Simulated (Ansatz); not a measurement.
Ansatz (a first-principles code) input (B3LYP-D3(BJ)/def2-TZVP):

Ansatz 0.2 input:
```yaml
crystal:
  periodic: [false, false, false]
  atoms:
    - {symbol: C, position_ang: [1.05354562, 0.48879012, 0.63119940]}
    - {symbol: C, position_ang: [0.05626262, 0.08716150, -0.01061787]}
    - {symbol: C, position_ang: [-0.94796794, -0.63330152, -0.41204987]}
    - {symbol: O, position_ang: [-1.88045544, -1.13079018, -0.91784531]}
    - {symbol: H, position_ang: [1.78102148, 1.24788292, 0.73864144]}
basis:
  gaussian:
    orbitals: def2-TZVP
hamiltonian:
  xc: b3lyp
  dispersion: d3bj
magnetization: {spin_polarized: true, initial_magnetization: 1}
relax: {f_tol: 0.002, max_steps: 150}
```

Output:

```
Functional definition: B3LYP
integrals: 0.03 GiB planned
735 factors; their error is unknown
mean field: 0.46 GiB planned
mean field evaluation 1: about -5167.4290 eV, gradient 3.5e1 eV
mean field evaluation 2: about -5165.1909 eV, gradient 4.1e1 eV
mean field evaluation 4: about -5172.3316 eV, gradient 5.0e0 eV
mean field evaluation 8: about -5172.4627 eV, gradient 1.6e-1 eV
mean field evaluation 16: about -5172.4736 eV, gradient 1.1e-3 eV
mean field evaluation 32: about -5172.4704 eV, gradient 5.6e-1 eV
mean field -5172.47364789 eV, -190.0849005314 hartree, gradient 1.1e-5 eV, S^2 0.763855; 2 other end points of the search recorded, 0 dependent functions left out
the calculation of the forces begins
reference -5172.47385928 eV, -190.0849083000 hartree; 14, 13 occupied and 116, 117 virtual orbitals, 735 factors
relax step   1: F+E_penalty+E_count = -5172.60161192 eV  Δ(F+E_penalty+E_count) = +0.000e0 eV  max|allowed force component| = 5.053e-1 eV/Å  Δτ_max = 0.0000 Å  (65 SCF iters, accepted)
these checks for a lower state are left out or cut short: starts, cluster_reference, orbital_swaps, neighbouring_geometries, increment
integrals: 0.03 GiB planned
735 factors; their error is unknown
mean field: 0.46 GiB planned
mean field -5172.48241380 eV, -190.0852226726 hartree, gradient 1.5e-5 eV, S^2 0.763976; 0 other end points of the search recorded, 0 dependent functions left out
the calculation of the forces begins
reference -5172.48262547 eV, -190.0852304515 hartree; 14, 13 occupied and 116, 117 virtual orbitals, 735 factors
relax step   2: F+E_penalty+E_count = -5172.61018231 eV  Δ(F+E_penalty+E_count) = -8.570e-3 eV  max|allowed force component| = 1.809e-1 eV/Å  Δτ_max = 0.0130 Å  (44 SCF iters, accepted)
these checks for a lower state are left out or cut short: starts, cluster_reference, orbital_swaps, neighbouring_geometries, increment
integrals: 0.03 GiB planned
735 factors; their error is unknown
mean field: 0.46 GiB planned
mean field -5172.48568423 eV, -190.0853428588 hartree, gradient 2.1e-5 eV, S^2 0.763984; 0 other end points of the search recorded, 0 dependent functions left out
the calculation of the forces begins
reference -5172.48589611 eV, -190.0853506452 hartree; 14, 13 occupied and 116, 117 virtual orbitals, 735 factors
relax step   3: F+E_penalty+E_count = -5172.61339274 eV  Δ(F+E_penalty+E_count) = -3.210e-3 eV  max|allowed force component| = 1.241e-1 eV/Å  Δτ_max = 0.0137 Å  (43 SCF iters, accepted)
these checks for a lower state are left out or cut short: starts, cluster_reference, orbital_swaps, neighbouring_geometries, increment
integrals: 0.03 GiB planned
735 factors; their error is unknown
mean field: 0.46 GiB planned
mean field -5172.48934448 eV, -190.0854773704 hartree, gradient 1.6e-5 eV, S^2 0.763527; 0 other end points of the search recorded, 0 dependent functions left out
the calculation of the forces begins
reference -5172.48955798 eV, -190.0854852164 hartree; 14, 13 occupied and 116, 117 virtual orbitals, 735 factors
relax step   4: F+E_penalty+E_count = -5172.61698585 eV  Δ(F+E_penalty+E_count) = -3.593e-3 eV  max|allowed force component| = 5.041e-1 eV/Å  Δτ_max = 0.0492 Å  (45 SCF iters, accepted)
these checks for a lower state are left out or cut short: starts, cluster_reference, orbital_swaps, neighbouring_geometries, increment
integrals: 0.03 GiB planned
735 factors; their error is unknown
mean field: 0.46 GiB planned
mean field evaluation 64: about -5172.4923 eV, gradient 1.4e-5 eV
mean field -5172.49228835 eV, -190.0855855555 hartree, gradient 1.4e-5 eV, S^2 0.763298; 0 other end points of the search recorded, 0 dependent functions left out
the calculation of the forces begins
reference -5172.49250188 eV, -190.0855934028 hartree; 14, 13 occupied and 116, 117 virtual orbitals, 735 factors
relax step   5: F+E_penalty+E_count = -5172.62013931 eV  Δ(F+E_penalty+E_count) = -3.153e-3 eV  max|allowed force component| = 7.172e-2 eV/Å  Δτ_max = 0.0080 Å  (46 SCF iters, accepted)
these checks for a lower state are left out or cut short: starts, cluster_reference, orbital_swaps, neighbouring_geometries, increment
integrals: 0.03 GiB planned
735 factors; their error is unknown
mean field: 0.46 GiB planned
mean field -5172.49240328 eV, -190.0855897791 hartree, gradient 1.6e-5 eV, S^2 0.763229; 0 other end points of the search recorded, 0 dependent functions left out
the calculation of the forces begins
reference -5172.49261674 eV, -190.0855976239 hartree; 14, 13 occupied and 116, 117 virtual orbitals, 735 factors
relax step   6: F+E_penalty+E_count = -5172.62024647 eV  Δ(F+E_penalty+E_count) = -1.072e-4 eV  max|allowed force component| = 3.170e-2 eV/Å  Δτ_max = 0.0049 Å  (45 SCF iters, accepted)
these checks for a lower state are left out or cut short: starts, cluster_reference, orbital_swaps, neighbouring_geometries, increment
integrals: 0.03 GiB planned
735 factors; their error is unknown
mean field: 0.46 GiB planned
mean field -5172.49241786 eV, -190.0855903150 hartree, gradient 2.1e-5 eV, S^2 0.763257; 0 other end points of the search recorded, 0 dependent functions left out
the calculation of the forces begins
reference -5172.49263130 eV, -190.0855981590 hartree; 14, 13 occupied and 116, 117 virtual orbitals, 735 factors
relax step   7: F+E_penalty+E_count = -5172.62026576 eV  Δ(F+E_penalty+E_count) = -1.929e-5 eV  max|allowed force component| = 1.997e-2 eV/Å  Δτ_max = 0.0023 Å  (46 SCF iters, accepted)
these checks for a lower state are left out or cut short: starts, cluster_reference, orbital_swaps, neighbouring_geometries, increment
integrals: 0.03 GiB planned
735 factors; their error is unknown
mean field: 0.46 GiB planned
mean field -5172.49242907 eV, -190.0855907270 hartree, gradient 1.1e-5 eV, S^2 0.763263; 0 other end points of the search recorded, 0 dependent functions left out
the calculation of the forces begins
reference -5172.49264250 eV, -190.0855985704 hartree; 14, 13 occupied and 116, 117 virtual orbitals, 735 factors
relax step   8: F+E_penalty+E_count = -5172.62027593 eV  Δ(F+E_penalty+E_count) = -1.017e-5 eV  max|allowed force component| = 1.945e-3 eV/Å  Δτ_max = 0.0009 Å  (45 SCF iters, accepted)
integrals: 0.03 GiB planned
735 factors; their error is unknown
mean field: 0.46 GiB planned
mean field evaluation 96: about -5172.3452 eV, gradient 5.0e0 eV
mean field -5172.49242907 eV, -190.0855907270 hartree, gradient 1.1e-5 eV, S^2 0.763263; 3 other end points of the search recorded, 0 dependent functions left out
the calculation of the forces begins
reference -5172.49264250 eV, -190.0855985704 hartree; 14, 13 occupied and 116, 117 virtual orbitals, 735 factors
Total energy: -5172.62048936 eV, -190.0902968557 hartree
Atom 0 at     1.071145     0.456533     0.672714 Å, force     0.000526     0.001002     0.000296 eV/Å
Atom 1 at     0.065969     0.045939     0.031279 Å, force     0.000022     0.000193    -0.000712 eV/Å
Atom 2 at    -0.952027    -0.613250    -0.431322 Å, force    -0.000211     0.000104    -0.001566 eV/Å
Atom 3 at    -1.880702    -1.115386    -0.930382 Å, force     0.001266     0.000496     0.001945 eV/Å
Atom 4 at     1.758021     1.285907     0.687039 Å, force    -0.001602    -0.001795     0.000037 eV/Å
Dipole moment:     0.242766     0.237357     0.048348 e Å
```

It need not be the lowest isomer of its formula.
